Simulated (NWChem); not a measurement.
System: SiH$_{3}$Br; SMILES [SiH3]Br

```xyz
5

Si     0.0000     0.0000    -1.4171
Br     0.0000     0.0000     0.8093
H      0.9974     0.9974    -1.8938
H     -1.3624     0.3651    -1.8938
H      0.3651    -1.3624    -1.8938
```
Atoms are numbered in this order, from 1.

Program: NWChem. Geometry optimised at PBE0/def2-SVP; all other runs use it. This build's default masses of Se (78.918 u) and Br (79.917 u) are each other's, which moves their modes by up to 0.6 %.

```tsv
quantity	level	value
−ε(HOMO) (eV)	PBE/def2-SVP	7.03
isotropic polarisability (bohr³), static	PBE/def2-SVPD	52.2
dipole in solution (D) in n-hexane	PBE0/def2-SVP, SMD	1.54
vertical, lowest excitation, singlet (eV)	PBE/def2-SVPD, TDA	5.99
dipole (D)	PBE0/def2-SVP	1.38
highest harmonic frequency (cm⁻¹)	PBE0/def2-SVP	2268
```
